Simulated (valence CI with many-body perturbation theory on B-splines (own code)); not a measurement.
# Forbidden lines of Tl⁶⁵⁺

Method: valence CI with perturbative core correlation (CI+MBPT): six valence electrons over a frozen Dirac-Fock core [Ne], radial functions for each j: 9 s, 9 p, 8 d, 6 f, 3 g, 1 h, with the one-electron correlation potential Σ1 (screened to all orders), the two-electron term Σ2, the three-electron term Σ3, Breit, model QED; selected single and double excitations, second order for the rest, scaled by the run's own slope (own B-spline code, finite nucleus).

The last digits are not significant, and no measured levels were compared; by estimate large intervals hold to a few tenths of a per cent, small ones and those within an open d or f shell to about a per cent. Among the levels kept, up to 1100 cm⁻¹ of a level comes from second order outside the variational space, and about a tenth of that is noise between levels of different J, which matters for small intervals.

Lines 1 to 32 of 32 in falling wavelength, among levels below 966.10 eV, chosen from the decays that carry over 1 % of a level's rate. Wavelengths and rates use the calculated energies. Electric multipoles are in the length gauge with retardation, E1 and E2 with the static RPA response of the core. M1 uses the relativistic operator with retardation. S is in atomic units (e²a₀⁴ for E2 and M2, e²a₀⁶ for E3), for M1 in squared Bohr magnetons. Weak lines are less certain than strong ones. Lines between different terms over intervals too small for the method are left out, as are lines whose strength nearly cancels. The highest levels of a list are the least certain.

Levels are named by their leading jj configuration (3d3/2^4 stands for four electrons in 3d with j = 3/2), which in mixed levels can hold well under half, so a name can repeat and another be missing. Letters in brackets count levels of one name in rising energy.

```tsv
λ vac (nm)	Upper	Lower	Type	A (s⁻¹)	S (a.u.)
122.8	(3s^2 3p1/2^2 3p3/2 3d3/2) J=0	(3s^2 3p1/2^2 3p3/2 3d3/2) J=2	E2	2.27e-01	5.65e-04
55.63	(3s^2 3p1/2^2 3p3/2^2) J=0	(3s^2 3p1/2^2 3p3/2^2) J=2	E2	1.71e+01	8.13e-04
10.65	(3s^2 3p1/2^2 3p3/2 3d5/2) J=4	(3s^2 3p1/2^2 3p3/2 3d3/2) J=3	M1	9.43e+06	3.80e+00
10.15	(3s^2 3p1/2 3p3/2^2 3d5/2) J=5	(3s^2 3p1/2 3p3/2^2 3d3/2) J=4	M1	1.02e+07	4.35e+00
4.523	(3s^2 3p1/2^2 3p3/2 3d3/2) J=0	(3s^2 3p1/2^2 3p3/2^2) J=2	M2	3.78e+00	6.38e-10
2.504	(3s^2 3p1/2 3p3/2^2 3d5/2) J=3 [a]	(3s^2 3p1/2^2 3p3/2 3d5/2) J=3	M1	1.76e+08	7.16e-01
2.504	(3s^2 3p1/2 3p3/2^2 3d5/2) J=4 [a]	(3s^2 3p1/2^2 3p3/2 3d5/2) J=3	M1	4.02e+08	2.11e+00
2.435	(3s^2 3p1/2 3p3/2^2 3d5/2) J=4 [b]	(3s^2 3p1/2^2 3p3/2 3d5/2) J=3	M1	1.06e+08	5.08e-01
2.419	(3s^2 3p1/2 3p3/2^2 3d5/2) J=5	(3s^2 3p1/2^2 3p3/2 3d5/2) J=3	E2	1.08e+07	8.83e-04
2.405	(3s^2 3p1/2 3p3/2^2 3d5/2) J=3 [a]	(3s^2 3p1/2^2 3p3/2 3d5/2) J=2	M1	6.69e+08	2.41e+00
2.395	(3s^2 3p1/2 3p3/2^3) J=1	(3s^2 3p1/2^2 3p3/2^2) J=0	M1	4.41e+08	6.74e-01
2.391	(3s^2 3p1/2 3p3/2^2 3d3/2) J=2 [a]	(3s^2 3p1/2^2 3p3/2 3d3/2) J=3	M1	1.62e+08	4.10e-01
2.390	(3s^2 3p1/2 3p3/2^2 3d3/2) J=2 [a]	(3s^2 3p1/2^2 3p3/2 3d3/2) J=1	M1	1.82e+08	4.60e-01
2.382	(3s^2 3p1/2 3p3/2^2 3d5/2) J=2 [a]	(3s^2 3p1/2^2 3p3/2 3d5/2) J=1	M1	7.64e+08	1.91e+00
2.382	(3s^2 3p1/2 3p3/2^2 3d3/2) J=0	(3s^2 3p1/2^2 3p3/2 3d3/2) J=1	M1	1.35e+09	6.74e-01
2.365	(3s^2 3p1/2 3p3/2^2 3d5/2) J=3 [a]	(3s^2 3p1/2^2 3p3/2 3d5/2) J=4	M1	3.24e+08	1.11e+00
2.365	(3s^2 3p1/2 3p3/2^2 3d5/2) J=4 [a]	(3s^2 3p1/2^2 3p3/2 3d5/2) J=4	M1	9.40e+08	4.15e+00
2.345	(3s^2 3p1/2 3p3/2^2 3d3/2) J=2 [a]	(3s^2 3p1/2^2 3p3/2 3d3/2) J=2	M1	7.33e+08	1.75e+00
2.341	(3s^2 3p1/2 3p3/2^2 3d5/2) J=4 [b]	(3s^2 3p1/2^2 3p3/2 3d5/2) J=2	E2	1.74e+07	9.83e-04
2.314	(3s^2 3p1/2 3p3/2^2 3d3/2) J=4	(3s^2 3p1/2^2 3p3/2 3d3/2) J=3	M1	2.28e+08	9.41e-01
2.314	(3s^2 3p1/2 3p3/2^2 3d3/2) J=4	(3s^2 3p1/2^2 3p3/2 3d3/2) J=3	E2	2.86e+07	1.52e-03
2.303	(3s^2 3p1/2 3p3/2^2 3d5/2) J=4 [b]	(3s^2 3p1/2^2 3p3/2 3d5/2) J=4	M1	1.51e+08	6.15e-01
2.303	(3s^2 3p1/2 3p3/2^2 3d5/2) J=4 [b]	(3s^2 3p1/2^2 3p3/2 3d5/2) J=4	E2	1.81e+07	9.42e-04
2.297	(3s^2 3p1/2 3p3/2^3) J=1	(3s^2 3p1/2^2 3p3/2^2) J=2	M1	1.21e+09	1.63e+00
2.297	(3s^2 3p1/2 3p3/2^3) J=1	(3s^2 3p1/2^2 3p3/2^2) J=2	E2	3.07e+07	5.25e-04
2.290	(3s^2 3p1/2 3p3/2^2 3d5/2) J=5	(3s^2 3p1/2^2 3p3/2 3d5/2) J=4	M1	2.36e+08	1.15e+00
2.290	(3s^2 3p1/2 3p3/2^2 3d5/2) J=5	(3s^2 3p1/2^2 3p3/2 3d5/2) J=4	E2	2.66e+07	1.64e-03
2.270	(3s^2 3p1/2 3p3/2^2 3d3/2) J=4	(3s^2 3p1/2^2 3p3/2 3d3/2) J=2	E2	1.31e+07	6.35e-04
2.253	(3s^2 3p1/2 3p3/2^3) J=2	(3s^2 3p1/2^2 3p3/2^2) J=2	M1	7.35e+08	1.56e+00
2.253	(3s^2 3p1/2 3p3/2^3) J=2	(3s^2 3p1/2^2 3p3/2^2) J=2	E2	4.52e+07	1.17e-03
2.208	(3s^2 3p1/2 3p3/2^2 3d5/2) J=3 [b]	(3s^2 3p1/2^2 3p3/2 3d5/2) J=2	M1	5.00e+07	1.40e-01
2.174	(3s^2 3p1/2 3p3/2^2 3d5/2) J=3 [b]	(3s^2 3p1/2^2 3p3/2 3d5/2) J=4	M1	6.47e+08	1.73e+00
```
